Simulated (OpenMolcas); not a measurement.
N3+: CASPT2 settings compared

- Program: OpenMolcas 26.06
- Basis: ANO-R2 [4s4p2d1f]
- Scalar Hamiltonian: X2C, finite nucleus
- Active space: 2 electrons in 8 orbitals (2s 2p 3s 3p)
- State averaging: 2S+1 = 3 even, 3 roots; 2S+1 = 1 even, 7 roots; 2S+1 = 3 odd, 3 roots; 2S+1 = 1 odd, 3 roots
- Spin-orbit coupling: RASSI with atomic mean-field integrals over the reference wave functions, term energies averaged over their components

Methods on the same reference wave functions:
A. CASSCF
B. SS-CASPT2, IPEA 0.5 Eh, real shift 0.15 Eh (closed shells correlated: none)
C. SS-CASPT2, IPEA 0.3 Eh, imaginary shift 0.4 Eh (closed shells correlated: 1s)
D. SS-CASPT2, IPEA 0.1 Eh, imaginary shift 0.4 Eh (closed shells correlated: none)
E. MS-CASPT2, IPEA 0.1 Eh, imaginary shift 0.4 Eh (closed shells correlated: none)
F. MS-CASPT2, IPEA 0.3 Eh, imaginary shift 0.4 Eh (closed shells correlated: 1s)

Energies in cm⁻¹ above 2s² ¹S₀, the measured ground level; measured values from Moore, Selected Tables of Atomic Spectra, NSRDS-NBS 3, section 4.

| Level | A | B | C | D | E | F | Measured |
| --- | --- | --- | --- | --- | --- | --- | --- |
| 2s² ¹S₀ | 0.0 | 0.0 | 0.0 | 0.0 | 0.0 | 0.0 | 0.0 |
| 2s 2p ³P°₀ | 67977 | 67551 | 67468 | 67531 | 67544 | 67487 | 67209 |
| 2s 2p ³P°₁ | 68045 | 67619 | 67536 | 67599 | 67612 | 67555 | 67272 |
| 2s 2p ³P°₂ | 68182 | 67755 | 67673 | 67736 | 67748 | 67691 | 67416 |
| 2s 2p ¹P°₁ | 141509 | 133652 | 132918 | 133477 | 133489 | 132937 | 130694 |
| 2p² ³P₀ | 177386 | 176896 | 176169 | 176877 | 176889 | 176187 | 175535 |
| 2p² ³P₁ | 177454 | 176964 | 176237 | 176945 | 176957 | 176255 | 175608 |
| 2p² ³P₂ | 177588 | 177098 | 176371 | 177079 | 177091 | 176390 | 175733 |
| 2p² ¹D₂ | 198641 | 191333 | 190679 | 191150 | 191162 | 190697 | 188882 |
| 2p² ¹S₀ | 244738 | 237880 | 237266 | 237824 | 237849 | 237303 | 235369 |

Deviations, from unrounded energies. A percentage is the sum of absolute deviations over the sum of measured energies, with the sign that they share, or ± where signs differ.

```json
{"Against measurement": "mean absolute deviation (cm-1)", "Levels": "9", "A": "4200", "B": "1400", "C": "960", "D": "1400", "E": "1400", "F": "980"}
{"Against measurement": "other configurations (%)", "Levels": "9", "A": "+2.9", "B": "+1.0", "C": "+0.7", "D": "+1.0", "E": "+1.0", "F": "+0.7"}
```

C, F lie about equally close to measurement and A furthest from it. The largest miss of C in the table is 2s 2p ¹P°₁, by +2200 cm-1. The ranking rests on the paired levels alone, and a cruder setting can come out closer through cancelling errors.

Among B to F the level of the table that moves most is 2s 2p ¹P°₁, by 730 cm-1 (lowest in C, highest in B).

The lowest spin-free term lies below A's lowest term by 0.003 hartree in B, 0.012 hartree in C, 0.003 hartree in D, 0.003 hartree in E, 0.012 hartree in F.

Active for correlation alone: 3p 3s; no level in the range computed is led by a configuration that fills them, so any true level of that kind is missing. Measured partners are found by configuration, term and J. A level has none where our copy of the source lacks it or the pairing is in doubt (some pairs that miss far off the trend of their configuration count as doubtful), and it then counts in no deviation. Levels of configurations outside the active space are missing.

° marks odd parity.
